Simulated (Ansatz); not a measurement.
Cost and result for the atomization energy of C₃H₉AlO (`CC[CH](O)[AlH2]`) (14 atoms, 13 bonds).

```xyz
14

C    -0.554   -0.839    1.623
C     0.299   -0.636    0.379
C    -0.207    0.479   -0.536
O    -0.220    1.752    0.108
Al    0.853    0.648   -2.201
H    -0.183   -1.669    2.230
H    -1.592   -1.060    1.354
H    -0.550    0.046    2.265
H     1.331   -0.423    0.684
H     0.329   -1.569   -0.196
H    -1.237    0.205   -0.836
H    -0.810    1.710    0.867
H     0.948   -0.636   -3.139
H     1.592    1.992   -2.604
```

The species carries charge 0 and has multiplicity 1. All single points use the PBE0-D4/def2-TZVP geometry. It is one conformer, not always the lowest. Program: Ansatz. All runs use 4 threads of an Arm Neoverse V1 on a shared host. Times are those of one run each, without the atoms' runs, and a repeat can differ threefold. Electronic energies, without spin–orbit coupling; frozen cores. CCSD(T)/CBS adds CCSD(T) − MP2 in def2-TZVPP to the MP2 limit, and its time is that of the two runs behind it. T1 = 0.010. B3LYP takes the VWN-RPA correlation (the form of Gaussian; ORCA's B3LYP/G).

CCSD(T)/CBS is a level of theory with its own doubt, some kJ/mol a heavy atom from the limit and from the frozen cores, so smaller differences don't rank the functionals.

```tsv
level	functions	wall time
PBE-D4/def2-TZVPP (with forces)	292	3.6 s
PBE0-D4/def2-TZVPP	292	3.9 s
r2SCAN-D4/def2-TZVPP (with forces)	292	6.5 s
B3LYP-D4/def2-TZVPP (with forces)	292	7 s
B2PLYP/def2-TZVPP	292	8 s
ωB97X-V/def2-TZVPP	292	11 s
ωB97M-V/def2-TZVPP (with forces)	292	15 s
MP2/def2-QZVPP	568	40 s
CCSD(T)/def2-TZVPP	292	4.8 min
CCSD(T)/CBS(def2)	–	5.4 min
```

Q: What atomization energy does each give, and how far from CCSD(T)/CBS? (Estimate.)

A: Computed: 
```csv
level,atomization (kJ/mol),difference from CCSD(T)/CBS,per bond
PBE-D4/def2-TZVPP (with forces),5077.7,61.7,4.8
PBE0-D4/def2-TZVPP,5010.5,-5.5,-0.4
r2SCAN-D4/def2-TZVPP (with forces),5016.2,0.2,0.0
B3LYP-D4/def2-TZVPP (with forces),5006.1,-9.9,-0.8
B2PLYP/def2-TZVPP,4953.2,-62.8,-4.8
ωB97X-V/def2-TZVPP,5021.7,5.7,0.4
ωB97M-V/def2-TZVPP (with forces),5023.8,7.8,0.6
MP2/def2-QZVPP,5016.0,0.0,0.0
CCSD(T)/def2-TZVPP,4897.6,-118.4,-9.1
CCSD(T)/CBS(def2),5016.0,0.0,0.0
```

From PBE to PBE0 (25 % exact exchange), in def2-TZVPP and without D4, the atomization energy moves by −63.2 kJ/mol: exact exchange takes away binding that semilocal exchange gives to molecules. The D4 term adds +40.8 kJ/mol with B3LYP and +21.5 kJ/mol with PBE0; it sums over pairs of atoms, weighted by their polarisabilities, and B3LYP, whose exchange is more repulsive, gets the larger term. In def2-TZVPP, CCSD(T) changes the Hartree–Fock value by +1198.2 kJ/mol (the triples alone add +61.5 kJ/mol) and MP2 by +1246.7 kJ/mol; breaking electron pairs costs correlation energy, which Hartree–Fock lacks.
